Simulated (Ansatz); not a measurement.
The cluster Li₂Al₃⁻ was relaxed with PBE-D4 (def2-TZVPD) in Ansatz in these states: charge -1 quintet, charge -1 singlet, charge -1 triplet. The geometries follow in no particular order.

A:

| atom | x (Å) | y (Å) | z (Å) |
| --- | --- | --- | --- |
| Li1 | -0.9938 | 1.7380 | -1.2301 |
| Li2 | -0.9326 | 0.2268 | 1.5331 |
| Al3 | -0.6450 | -0.9138 | -0.8961 |
| Al4 | 1.2094 | 0.7689 | -0.0173 |
| Al5 | 1.3620 | -1.8200 | 0.6105 |

B:

```xyz
5

Li    0.8104    1.8855    0.7532
Li   -0.9703   -1.5805   -1.1555
Al    1.1571    0.0374   -1.1479
Al   -1.4864    0.5908    0.3140
Al    0.4893   -0.9332    1.2362
```

C:

| atom | x (Å) | y (Å) | z (Å) |
| --- | --- | --- | --- |
| Li1 | 1.261 | -0.585 | -1.155 |
| Li2 | -0.932 | 1.557 | -0.355 |
| Al3 | -1.381 | -1.190 | -1.029 |
| Al4 | 1.674 | 0.668 | 1.247 |
| Al5 | -0.622 | -0.450 | 1.292 |

**Question.** Judge from the bond lengths which geometry belongs to which state (an estimate).

**Answer.** A is the charge -1 triplet (Li2–Al5 3.210 Å, Li2–Al3 2.699 Å, Al3–Al5 2.668 Å); B is the charge -1 quintet (Li2–Al5 2.876 Å, Li2–Al3 2.673 Å, Al3–Al5 2.659 Å); C is the charge -1 singlet (Li2–Al5 2.615 Å, Li2–Al3 2.864 Å, Al3–Al5 2.552 Å).

At PBE-D4/def2-TZVPD the highest occupied level of the charge -1 triplet lies above zero (up to 0.32 eV). It is a level of α spin, whose loss leaves a doublet; that state wasn't run at this geometry and level. The electron is either unbound and held by the finite basis, or the level is raised by self-interaction error. At PBE-D4/def2-TZVPD the highest occupied level of the charge -1 quintet lies above zero (up to 0.66 eV). It is a level of α spin, whose loss leaves a quartet; that state wasn't run at this geometry and level. The electron is either unbound and held by the finite basis, or the level is raised by self-interaction error. At PBE-D4/def2-TZVPD the highest occupied level of the charge -1 singlet lies above zero (up to 0.48 eV). By energy differences its removal costs 1.31 eV (vertical, to the charge 0 doublet, at PBE-D4/def2-TZVPD); a positive level beside a positive removal energy at the same level points to self-interaction error. At PBE0-D4/def2-TZVPD a triplet lies 0.49 eV below the charge -1 quintet. At PBE0-D4/def2-TZVPD a triplet lies 0.23 eV below the charge -1 singlet. These are the stationary points nearest to one start from a short search; other shapes may lie lower in each state.
